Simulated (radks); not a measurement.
Task: The boron ion B3+, [He]. Calculated with a radial shooting solver on a logarithmic mesh with Libxc functionals: non-relativistic Kohn-Sham, r2SCAN, spin-polarised, spherical densities, point nucleus; meta-GGA in the generalised Kohn-Sham scheme. Every spin shell is full or empty, so the densities are truly spherical. Functionals are evaluated on that one density, not self-consistently. Rank these exchange functionals by their error against the exact value of the orbitals, and give that value: LDA, PBE, PBEsol, RPBE, PW91, PW86, OPTX, AM05, G96, EV93, APBE, TPSS, revTPSS, SCAN, TASK.

Result: Exact: -2.89799 hartree. From best to worst, with 100 (|E| - |E exact|)/|E exact| (equal figures are ties): PW86 +0.04, RPBE -0.06, revTPSS +0.14, G96 -0.15, TPSS +0.16, TASK +0.17, SCAN +0.17, APBE -0.19, OPTX -0.37, PW91 -1.45, PBE -1.75, EV93 +4.13, PBEsol -6.08, AM05 -10.86, LDA -14.08.
